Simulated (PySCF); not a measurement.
C₆ coefficients of unlike pairs at PBE

Calculated with PySCF 2.14 from the dipole response of each species, C₆(A,B) = (3/π) ∫ α_A(iu) α_B(iu) du, in atomic units, from isotropic polarisabilities. For ions this is the dispersion term alone; charge-induced terms of lower order in 1/R come first.

```json
{"species": "V(2+)", "configuration": "[Ar] 3d3 (4F)", "basis": "aug-cc-pwCVTZ (10s9p7d4f3g)", "relativity": "none", "α (bohr³)": "4.910", "C₆ (like pair)": "14.80"}
{"species": "Zn(3+)", "configuration": "[Ar] 3d9 (2D)", "basis": "x2c-TZVPPall with one added diffuse shell each of s, p, d, f type (7s6p5d3f1g)", "relativity": "spin-free X2C", "α (bohr³)": "1.607", "C₆ (like pair)": "3.647"}
{"species": "N+", "configuration": "[He] 2s2 2p2 (3P)", "basis": "dyall-av3z (15s9p3d2f)", "relativity": "spin-free X2C", "α (bohr³)": "3.907", "C₆ (like pair)": "8.455"}
{"species": "Ar", "configuration": "[Ar] (1S)", "basis": "aug-cc-pwCVDZ (6s5p3d)", "relativity": "none", "α (bohr³)": "10.37", "C₆ (like pair)": "60.94"}
```

(1) Estimate C₆ for Zn(3+) with V(2+).

No spin-orbit coupling is included.

The other pairs:

```
      pair     C₆
    Ar, N+  22.68
 Ar, V(2+)  29.61
 N+, V(2+)  11.08
N+, Zn(3+)  5.033
Ar, Zn(3+)  13.35
```

## Answers

(1) The integral gives 7.010. The combination rule 2 C_A C_B / (C_A α_B/α_A + C_B α_A/α_B) gives 6.753 and the geometric mean 7.347.
